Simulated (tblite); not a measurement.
Distances in Å between the heavy atoms of a computed structure (GFN2-xTB; lower triangle, same order across):
```
C1    0.00
C2    1.52  0.00
C3    2.57  1.54  0.00
C4    3.90  2.51  1.54  0.00
C5    3.10  2.54  1.54  2.51  0.00
O6    3.53  2.86  2.40  2.93  1.41  0.00
C7    4.55  4.17  3.68  4.21  2.34  1.40  0.00
C8    2.99  2.50  1.50  2.47  2.45  3.69  4.79  0.00
O9    3.62  3.48  2.42  3.42  2.75  4.14  4.98  1.19  0.00
Cl10  3.67  3.13  2.73  3.13  4.08  5.13  6.37  1.77  2.56  0.00
```

Hydrogens: 3 on C1, 2 on C2, 3 on C4, 2 on C5, 3 on C7.

Neutral, closed shell.

(1) Which heavy atoms are bonded, and with what formal order?

(2) Give the structure as a SMILES string.

(3) Describe the place of each heavy atom.

Answers

(1) C1–C2 (single); C2–C3 (single); C3–C4 (single); C3–C5 (single); C5–O6 (single); O6–C7 (single); C3–C8 (single); C8–O9 (double); C8–Cl10 (single).

(2) `CCC(C)(COC)C(=O)Cl`, C7H13ClO2. The mark at the stereocentre is left out: distances alone don't tell a structure from its mirror image. Among its features: ether and C–Cl bond.

(3) C1: methyl carbon; C2: chain CH2 carbon; C3: sp3 carbon next to a carbonyl; C4: methyl carbon; C5: sp3 carbon bound to oxygen; O6: ether oxygen; C7: methoxy carbon; C8: acyl halide carbon; O9: carbonyl oxygen; Cl10: chlorine bonded to C.

Shape of the structure used: `[CH3:1][CH2:2][C@:3]([CH3:4])([CH2:5][O:6][CH3:7])[C:8](=[O:9])[Cl:10]`: C1–C2–C3–C4 -176°, C2–C3–C5–O6 55°, C3–C5–O6–C7 -179°, C2–C3–C8–O9 123°.
